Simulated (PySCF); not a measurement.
Ga(H)(F)(Et) (C2H6FGa), SMILES C[CH2][GaH][F].

Geometry: PBE-D3(BJ)/def2-SVP. The structure was generated by enumeration; whether it is a known compound was not checked. Other conformers were not sampled.

Computed with PBE/def2-TZVP (PySCF).

Isolated molecule, no solvent.

Question: Estimate the frontier levels, gap, dipole moment and polarisability. (Estimate from the structure and the level; the computed values follow.)

Answer: 
highest occupied level: -6.69 eV
lowest empty level: -1.95 eV
orbital gap: 4.75 eV
dipole moment: 2.70 D
quadrupole, principal values (traceless, Buckingham form, about the centre of nuclear charge): -7.79, 0.99, 6.79 D·Å
mean static polarisability: 54.1 bohr³ (8.02 Å³)
polarisability, principal values: 42.9, 53.4, 66.1 bohr³
